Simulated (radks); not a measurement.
Values are calculated unless marked as measured or tabulated.
Question: Coherent X-ray form factor from a spherical all-electron density. Level of theory: Dirac Kohn-Sham, LDA (Slater exchange, Perdew-Wang correlation), spin-unpolarised, spherical densities, finite nucleus; Fermi nuclear charge, rms radius of each element as measured or else 0.836 A^(1/3) + 0.57 fm (a radial shooting solver on a logarithmic mesh with Libxc functionals).

sin(theta)/lambda (1/angstrom)  f0 (electrons)
0.05                                    45.792
0.1                                     45.177
0.15                                    44.185
0.2                                     42.863
0.25                                    41.268
0.3                                     39.468
0.4                                     35.527
0.5                                     31.550
0.6                                     27.915
0.8                                     22.327
1                                       18.817
1.25                                    16.024
1.5                                     13.797
2                                        9.857

The species is in the configuration that NIST lists as its ground one. Which atom or ion scatters so?

Answer: The cerium ion Ce12+, [Kr] 4d10. Extrapolating in s^2 from the first two rows gives f0(0) = 46.0, near the electron count 46; among species with that count, the fall with angle is slower the higher Z, and the table is that of Z = 58; from so few rows the species is fixed only to a neighbour or two.
